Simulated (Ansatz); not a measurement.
`C#C[SiH](O)F` + `F[SiH](F)F` → `C#C[SiH2]F` + `O[Si](F)(F)F`  (redistribution)

Gas-phase electronic energies from Ansatz, PBE0-D4/def2-TZVP geometries. CCSD(T)/CBS is the MP2 limit (def2-TZVPP, def2-QZVPP) plus CCSD(T) − MP2 in def2-TZVPP, frozen cores. This one scheme is used for every species. Functionals use def2-TZVPP. One conformer a species, not always the lowest.

```
       species  CAM-B3LYP energy (Eh)
`C#C[SiH](O)F`             -542.68036
  `F[SiH](F)F`             -589.92559
  `C#C[SiH2]F`             -467.37680
`O[Si](F)(F)F`             -665.22715
```

Task: Work out ΔE.

Result: ΔE = (-467.37680) + (-665.22715) − (-542.68036) − (-589.92559) = 0.00200 Eh = +5.3 kJ/mol. CCSD(T)/CBS gives +4.5 kJ/mol.

Largest T1 diagnostic among the species: 0.013.

From BLYP to BHLYP (50 % exact exchange), in def2-TZVPP and without D4, ΔE moves by −5.7 kJ/mol. In def2-TZVPP, CCSD(T) changes the Hartree–Fock value by +5.1 kJ/mol (the triples alone add +1.2 kJ/mol) and MP2 by +7.1 kJ/mol.
